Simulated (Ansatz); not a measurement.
Reaction (formal exchange of groups at the Si–F bond): `N[Si@H](Cl)[Si@@H](N)F` + `NCSCO` → `N[Si@H](Cl)[Si@@H](N)O` + `NCSCF`

Calculated with Ansatz (gas phase, PBE0-D4/def2-TZVP geometries, no zero-point term in ΔE). CCSD(T)/CBS adds triple-zeta CCSD(T) − MP2 to the extrapolated MP2 energy (def2 sets, frozen cores). Functionals use def2-TZVPP. B3LYP here is the variant with VWN-RPA as its local correlation; programs differ in this. Each species was taken in one conformer, which may not be the lowest.

`N[Si@H](Cl)[Si@@H](N)F`:

Z-matrix (Å, degrees):
```
Si
F 1 1.608
Si 1 2.338 2 108.2
N 1 1.700 2 115.0 3 117.1
H 1 1.483 2 105.6 3 -124.6
N 3 1.704 1 109.0 2 -161.1
Cl 3 2.094 1 103.7 2 76.7
H 3 1.481 1 117.5 2 -38.5
H 4 1.007 1 122.4 2 77.8
H 4 1.008 1 120.3 2 -74.6
H 6 1.008 3 120.1 1 -43.4
H 6 1.008 3 120.9 1 169.6
```

`NCSCO`:

Cartesian coordinates in Å:
```
N -2.187 0.262 -0.840
C -1.034 0.313 0.003
S 0.554 0.217 -0.922
C 1.700 0.049 0.460
O 1.598 -1.164 1.154
H -2.203 1.030 -1.499
H -2.226 -0.602 -1.364
H -1.034 1.246 0.570
H -1.049 -0.518 0.708
H 2.697 0.204 0.031
H 1.513 0.839 1.190
H 1.672 -1.876 0.511
```

`N[Si@H](Cl)[Si@@H](N)O`:

```xyz
13

N    -0.994   -1.578   -0.162
Si    0.640   -1.050   -0.132
O     1.567   -1.321   -1.471
Si    0.432    1.254    0.194
N    -0.629    1.562    1.487
Cl   -0.288    1.873   -1.692
H    -1.657   -1.126   -0.773
H    -1.218   -2.554   -0.048
H     1.312   -1.810    0.947
H     1.391   -0.759   -2.230
H     1.649    2.078    0.388
H    -1.407    0.943    1.651
H    -0.798    2.489    1.841
```

`NCSCF`:

Cartesian coordinates in Å:
```
N -1.041 1.640 -0.797
C -0.495 0.317 -0.645
S -0.491 -0.076 1.134
C 0.806 -1.291 1.170
F 2.069 -0.744 1.030
H -0.388 2.344 -0.479
H -1.281 1.829 -1.761
H -1.143 -0.392 -1.165
H 0.533 0.184 -1.004
H 0.680 -2.027 0.373
H 0.750 -1.785 2.143
```

(1) Is it downhill or uphill in electronic energy at CCSD(T)/CBS, and by how much? (Best estimate.)

(2) What do these levels give: PBE-D4, r2SCAN-D4, B3LYP-D4, B2PLYP, PBE0, B3LYP, CCSD/def2-TZVPP, CCSD(T)/def2-TZVPP, HF/def2-QZVPP, SCS-MP2/def2-QZVPP, MP2/CBS(def2), CCSD/CBS(def2)? (An estimate is asked.)

Largest T1 diagnostic among the species: 0.011.

## Answers

(1) The calculation gave: Uphill: ΔE = +57.9 kJ/mol.

(2) Computed: PBE-D4 55.3, r2SCAN-D4 56.3, B3LYP-D4 55.2, B2PLYP 56.9, PBE0 56.7, B3LYP 56.5, CCSD/def2-TZVPP 56.5, CCSD(T)/def2-TZVPP 56.4, HF/def2-QZVPP 57.9, SCS-MP2/def2-QZVPP 58.7, MP2/CBS(def2) 59.9, CCSD/CBS(def2) 58.0 kJ/mol.
